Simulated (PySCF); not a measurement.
# Polarisability and C₆ of Ni²⁺ (nickel, charge +2)

[Ar] 3d7 4s1, high-spin 5F determinant (an excited configuration). All numbers are calculated (PySCF 2.14, scalar relativity by spin-free X2C-1e, in aug-cc-pwCVTZ-DK (10s9p7d4f3g, 127 functions)). Coupled (time-dependent) response in atomic units; α is the mean over directions.

| method | mean α (bohr³) | C₆ (like pair) | S(−4) |
| --- | --- | --- | --- |
| BLYP | 11.65 | 39.96 | 112.8 |

S(−4) is the Cauchy moment in α(ω) = α(0) + S(−4) ω² + …

α(iu) at BLYP:

```json
{"u (hartree)": "0", "α(iu) (bohr³)": "11.65"}
{"u (hartree)": "0.0500", "α(iu) (bohr³)": "11.37"}
{"u (hartree)": "0.100", "α(iu) (bohr³)": "10.64"}
{"u (hartree)": "0.200", "α(iu) (bohr³)": "8.560"}
{"u (hartree)": "0.300", "α(iu) (bohr³)": "6.647"}
{"u (hartree)": "0.500", "α(iu) (bohr³)": "4.257"}
{"u (hartree)": "0.750", "α(iu) (bohr³)": "2.848"}
{"u (hartree)": "1.00", "α(iu) (bohr³)": "2.135"}
{"u (hartree)": "1.50", "α(iu) (bohr³)": "1.419"}
{"u (hartree)": "2.00", "α(iu) (bohr³)": "1.050"}
{"u (hartree)": "3.00", "α(iu) (bohr³)": "0.6634"}
{"u (hartree)": "5.00", "α(iu) (bohr³)": "0.3439"}
```

A single London oscillator, α(iu) = α/(1 + u²/ω²), gives C₆ = (3/4) ω α². Matching the computed C₆ needs ω = 4 × 39.96 / (3 × 11.65²) = 0.393 hartree.

For an ion, C₆ is the dispersion term alone; charge-induced terms of lower order in 1/R come first.
